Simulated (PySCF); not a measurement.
W(S)2(NH2)(SH) (H₃NS₃W), SMILES [S]=[W]([SH])([NH2])=[S], multiplicity 1. Atoms are numbered in the order given.

```xyz
8

W      0.0568     0.0474    -0.1257
S      0.8849     1.5867     1.0926
S      1.0738    -1.8105     0.0714
N      0.1104     0.6297    -1.9561
H      0.2175     1.5986    -2.2459
H      0.1491    -0.0052    -2.7504
S     -2.1347    -0.4247     0.5462
H     -2.5282     0.8698     0.6260
```
Charge 0, spin multiplicity 1.

Geometry optimised at PBE0-D3(BJ)/def2-SVP. The multiplicity is an assumed one; no other spin state was optimised. The structure was generated by enumeration; whether it is a known compound was not checked. The def2 effective core potentials stand for the cores of W; spin–orbit coupling is left out. Other conformers were not sampled.

Computed with TDDFT-PBE/def2-SVPD run with PySCF.

Vertical excitations. 

Computed UV-visible absorptions:
```tsv
state	energy (eV)	λ (nm)	f	main pairs
S1	2.72	457	0.001	HOMO→LUMO 99 %
S2	3.00	413	0.005	HOMO−1→LUMO 88 %
S3	3.42	363	0.014	HOMO→LUMO+1 72 %
S4	3.63	342	0.026	HOMO−1→LUMO+1 81 %
S5	3.67	338	0.001	HOMO−2→LUMO 83 %, HOMO−3→LUMO 14 %
S6	3.91	317	0.002	HOMO→LUMO+2 90 %
S7	4.02	308	0.013	HOMO−3→LUMO 52 %, HOMO→LUMO+3 10 %
S8	4.08	304	0.003	HOMO−1→LUMO+2 83 %
S9	4.22	294	0.005	HOMO→LUMO+3 61 %, HOMO−2→LUMO+1 18 %
S10	4.28	290	0.004	HOMO−2→LUMO+1 58 %, HOMO→LUMO+3 17 %, HOMO−4→LUMO 10 %
T1	2.47	503	0	HOMO→LUMO 97 %
T2	2.64	470	0	HOMO−1→LUMO 93 %
T3	2.94	422	0	HOMO→LUMO+1 96 %
T4	3.20	388	0	HOMO−1→LUMO+1 96 %
```
Triplets are in the Tamm–Dancoff approximation, which puts them higher than full response would, so one can lie above its singlet here.
